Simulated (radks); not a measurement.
Sc12+, 9 electrons, occupied as [He] 2s2 2p5.

All-electron calculation, scalar-relativistic Kohn-Sham, r2SCAN, spin-polarised, spherical densities, finite nucleus; open shells are filled with parallel spins first; meta-GGA in the generalised Kohn-Sham scheme; Fermi nuclear charge, rms radius 3.5459 fm. Program: a radial shooting solver on a logarithmic mesh with Libxc functionals.

Energy parts (hartree):
part                       energy
total                  -692.18412
kinetic                 698.19861
electron-nucleus      -1517.65159
Hartree                 156.74062
exchange-correlation    -29.47176

Orbitals (lengths in bohr, moments of r in powers of bohr; <r^-3> diverges for s and p1/2):
orbital  occ.  eigenvalue (hartree)  <1/r>  <r^-3>
1s up       1             -176.2900  20.78       -
1s down     1             -176.1322  20.80       -
2s up       1             -29.95686  4.466       -
2s down     1             -29.71129  4.445       -
2p up       3             -26.96589  4.363   243.7
2p down     2             -26.65677  4.345   241.7
3s up       0             -10.57505  1.692       -
3s down     0             -10.50657  1.680       -
3p up       0              -9.72105  1.634   51.82
3p down     0              -9.64546  1.623   51.15

The highest occupied level is 2p down at -725.37 eV. Summed over all electrons, <r^2> = 0.8006 bohr^2, which gives a Langevin (diamagnetic) susceptibility term of -0.634 x 10^-6 cm^3/mol. The spin density at the nucleus is -0.845 e/bohr^3 (1s -4.351, 2s 3.506).
